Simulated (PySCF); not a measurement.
Nd: excitation energy

Nd [Xe] 4f4 6s2 (high-spin determinant) → Nd [Xe] 4f3 5d1 6s2 (high-spin determinant), as a difference of total energies. Computed with PySCF 2.14 in x2c-TZVPPall, with scalar relativity by spin-free X2C-1e. Correlated levels: valence: [Kr] 4d10 frozen; valence and next inner shell: [Ar] 3d10 frozen. The calculations carry no spin-orbit coupling.

```tsv
method	excitation energy (eV)
UHF	-0.069
LDA	2.398
PBE	2.134
PBE0	1.642
r2SCAN	1.802
MP2 (valence)	0.813
SCS-MP2 (valence)	0.405
MP2 (valence and next inner shell)	1.100
SCS-MP2 (valence and next inner shell)	0.683
```

Q: How much does correlation contribute at MP2 (valence and next inner shell)?

A: 1.100 − (-0.069) = 1.169 eV, measured against UHF.

A first-order spin-orbit estimate (lowest level to lowest level, LS coupling) adds -0.128 eV.

The determinant of the upper state and of the lower state mixes LS terms, which raises its energy above the lowest term, most at the Hartree-Fock and MP2 levels.
